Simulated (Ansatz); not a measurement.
A nudged elastic band was laid between two geometries of CH4ClNOSSi (10 atoms, charge 0, multiplicity 1).

Method: RKS r2SCAN/def2-SVP in Ansatz.

* movable images: 7
* climbing image: yes
* spring: 5.0 eV/Å²
* optimiser: quadratic models (default)
* start path: IDPP
* force threshold: 0.05 eV/Å
* iteration limit: 53
* end points: relaxed

Initial state:

```xyz
10
Properties=species:S:1:pos:R:3
N 1.490 0.045 0.480
Si -0.094 -0.366 -0.009
S -1.395 -0.472 1.686
Cl 0.078 -2.141 -1.079
C -0.982 0.839 -1.221
O -0.383 1.777 -1.702
H 1.646 0.882 1.035
H 2.271 -0.144 -0.141
H -0.484 -1.126 2.443
H -2.066 0.655 -1.489
```

Final state:

```xyz
10
Properties=species:S:1:pos:R:3
N 1.475 0.669 0.155
Si 0.124 -0.351 0.099
S -0.386 -0.962 2.083
Cl 0.248 -2.085 -1.072
C -1.180 0.726 -0.819
O -0.845 1.794 -1.288
H 1.484 1.468 -0.474
H 2.374 0.450 0.567
H -0.973 -2.116 1.696
H -2.238 0.356 -0.943
```

(1) Which bonds break or form, and what moves?

(2) Give the energies along the band, and the barrier.

(3) What is the geometry of the highest image?

The band took 20 iterations and of the order of 21 core-minutes.

Results:

(1) No bond is made or broken. The dihedral H8–N1–Si2–S3 goes from 161 to 56°.

(2) The forces met the threshold. The highest image is number 4 of 0 to 8, 0.3 kcal/mol above the first end and 3.4 kcal/mol above the last; the last end lies 3.1 kcal/mol below the first. Beside the main top the profile has a ripple of under 15 meV (maxima at images 1, 4), which may be a very shallow well or noise. A structure lower than the first end lies on the path between it and the top, so the climb from that side starts below the end, which may itself be a saddle point or a shallow side well. A vibrational analysis at the climbing image gives one clearly imaginary mode, 144i cm⁻¹: a first-order saddle point.

```csv
image,path coordinate (Å),energy (kcal/mol),dihedral H8–N1–Si2–S3 (°)
0,0.00,0.0,161
1,0.62,0.2,146
2,1.24,0.1,123
3,1.85,-0.1,96
4,2.48,0.3,85
5,2.94,0.0,63
6,3.40,-1.0,55
7,3.86,-2.4,53
8,4.32,-3.1,56
```

(3) 
```xyz
10
Properties=species:S:1:pos:R:3:forces:R:3
N 1.411 0.422 0.270 0.00 0.01 0.01
Si -0.041 -0.422 0.020 -0.02 0.01 0.00
S -1.227 -0.901 1.746 0.01 0.00 -0.01
Cl 0.260 -2.171 -1.077 0.00 0.00 0.00
C -1.101 0.817 -1.005 0.00 -0.01 -0.02
O -0.607 1.875 -1.334 0.00 0.00 0.00
H 1.472 1.332 -0.183 0.00 0.00 0.00
H 2.309 0.022 0.510 0.00 -0.01 0.00
H -0.237 -1.588 2.361 0.00 -0.01 0.01
H -2.158 0.564 -1.305 0.00 0.00 0.01
```

Run time: 11 min on 2 threads of Arm Neoverse V1 (shared host), peak memory 0.21 GiB.
